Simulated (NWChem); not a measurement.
Molecule: C2H2ClF3; SMILES FC(F)[C@H](F)Cl

```xyz
8

F     -0.2311    -2.0343     0.6149
C      0.4573    -0.9094     0.2630
F      0.9181    -1.0597    -1.0016
C     -0.5078     0.2824     0.3425
F     -1.4900     0.1438    -0.5832
Cl     0.4039     1.8051     0.0785
H      1.3160    -0.7720     0.9599
H     -0.9563     0.3395     1.3570
```
Atoms are numbered in this order, from 1.

Computed with NWChem. Pople sets run with spherical d functions. Structure relaxed at the PBE-D3(BJ)/def2-SVP level. Level: M06-2X/6-31G* with SMD (1 M gas to 1 M solution), gas-phase geometry.

```tsv
solvent	dielectric constant	solvation free energy (kcal/mol)	cavity-dispersion-structure term (kcal/mol)	dipole in solution (D)
water	78.4	-2.2	3.6	2.92
ethanol	24.9	-5.9	-0.3	2.90
1,4-dioxane	2.21	-2.7	0.3	2.57
2-propanol	19.3	-5.9	-0.4	2.89
1-propanol	20.5	-5.8	-0.2	2.89
dichloromethane	8.93	-5.7	-0.5	2.84
n-hexane	1.88	-3.2	-0.7	2.51
```
